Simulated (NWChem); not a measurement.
System: C3H2BF3; SMILES FB1C=CC1(F)F

```xyz
9

F      1.0533    -1.9480    -0.0038
B      0.1241    -1.0136    -0.0052
C     -1.4203    -0.9689     0.0015
C     -1.3857     0.3902     0.0125
C      0.1157     0.6010    -0.0001
F      0.5731     1.2780    -1.1026
F      0.5943     1.2718     1.0968
H     -2.2876    -1.6202     0.0025
H     -2.1771     1.1392     0.0272
```
Atoms are numbered in this order, from 1.

Computed with NWChem. All runs use the structure optimised with B3LYP/6-31G* (spherical d).

Order these by “highest occupied level (eV)”, lowest first: PW6B95/def2-TZVP; B3LYP/def2-TZVP; CAM-B3LYP/def2-TZVP; PBE/def2-TZVP.

CAM-B3LYP/def2-TZVP (-10.21), PW6B95/def2-TZVP (-8.86), B3LYP/def2-TZVP (-8.48), PBE/def2-TZVP (-7.05)
